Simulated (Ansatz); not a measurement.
Wavefunction ladder for `O[B]([AlH2])CCl`

Cartesian coordinates in Å:
```
O -0.6669 -1.8004 0.7758
B -0.1990 -0.6262 0.2949
Al 1.4168 0.7737 0.5486
C -1.0870 0.0240 -0.8660
Cl -0.2336 1.5693 -1.2958
H -0.1221 -2.1757 1.4708
H 1.3357 1.9223 1.6525
H 2.7927 0.5787 -0.2348
H -2.0983 0.3013 -0.5639
H -1.1383 -0.5670 -1.7821
```

Charge 0, multiplicity 1. The geometry is a stationary point of PBE0-D4/def2-TZVP. It is one conformer, not always the lowest. Frozen core, restricted reference, Ansatz. CBS rows extrapolate triple and quadruple zeta; past MP2 they add the triple-zeta difference.

```tsv
basis	HF (Eh)	MP2 corr.	CCSD corr.	(T)	CCSD(T) total
def2-TZVPP	-841.84678	-0.77852	-0.82927	-0.03343	-842.70948
def2-QZVPP	-841.87305	-0.84106	–	–	–
CBS(def2)	-841.87667	-0.88739	-0.93814	as TZ	-842.84824
```
